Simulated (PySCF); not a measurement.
Species: C₂H₁₀N₂OSi₂.
Atom-mapped SMILES: `[SiH3:1][O:2][SiH:3]1[NH:4][CH2:5][CH2:6][NH:7]1` (hydrogens: H8, H9, H10 on Si1; H11 on Si3; H12 on N4; H13, H14 on C5; H15, H16 on C6; H17 on N7)

Method used: PySCF 2.14.0, PBE0-D3(BJ)/def2-SVP geometry optimisation, gas phase.

Q: What internal coordinates does the optimisation give?

A: 
| bond | length (Å) |
| --- | --- |
| Si1–O2 | 1.666 |
| O2–Si3 | 1.667 |
| Si3–N4, Si3–N7 | 1.730 |
| N4–C5, C6–N7 | 1.454 |
| C5–C6 | 1.530 |
| Si1–H8, Si1–H9, Si1–H10 | 1.493 |
| Si3–H11 | 1.484 |
| N4–H12, N7–H17 | 1.012 |
| C5–H13, C6–H15 | 1.106 |
| C5–H14, C6–H16 | 1.106 |

Bonds in one row agree within 0.01 Å and their mean is given. A selection of angles:
| angle | degrees |
| --- | --- |
| O2–Si1–H8 | 111.2 |
| O2–Si1–H10 | 107.7 |
| H8–Si1–H9 | 109.0 |
| Si1–O2–Si3 | 129.2 |
| O2–Si3–N4 | 110.5 |
| O2–Si3–N7 | 117.2 |
| O2–Si3–H11 | 103.6 |
| N4–Si3–N7 | 92.7 |
| N4–Si3–H11 | 119.1 |
| N7–Si3–H11 | 114.3 |
| Si3–N4–C5 | 111.1 |
| Si3–N4–H12 | 125.0 |
| C5–N4–H12 | 116.1 |
| N4–C5–C6 | 106.0 |
| N4–C5–H13 | 111.7 |
| N4–C5–H14 | 112.3 |
| C6–C5–H13 | 110.2 |
| C6–C5–H14 | 109.3 |
| H13–C5–H14 | 107.4 |

Torsions: Si1–O2–Si3–N4 28° (synperiplanar); O2–Si3–N4–C5 -131° (anticlinal); Si3–N4–C5–C6 29° (synperiplanar); N4–C5–C6–N7 -38° (synclinal); C5–C6–N7–Si3 32° (synclinal); O2–Si3–N7–C6 102° (anticlinal). The mirror-image conformer, all signs reversed, is as good.

Si1 (oxygen-bound silicon) is tetrahedral (angles from 107.7° to 111.2°). Si3 (oxygen-bound silicon) has angles from 92.7° to 119.1°. N4 (silicon-bound nitrogen) has angles 125.0°, 116.1° and 111.1°, sum 352.3°, 0.21 Å off the plane of its three neighbours. The 5-membered ring Si3–N4–C5–C6–N7 has internal angles of 92.7° to 111.1° (sum 527°, against 540° for a flat polygon); it is puckered, 0.15 Å rms from its mean plane, widest ring torsion 38°.

Point group: C1 (no symmetry element, even within 0.4 Å). Not checked by PBE0-D3(BJ)/def2-SVP frequencies. The numbers are those of one conformer.
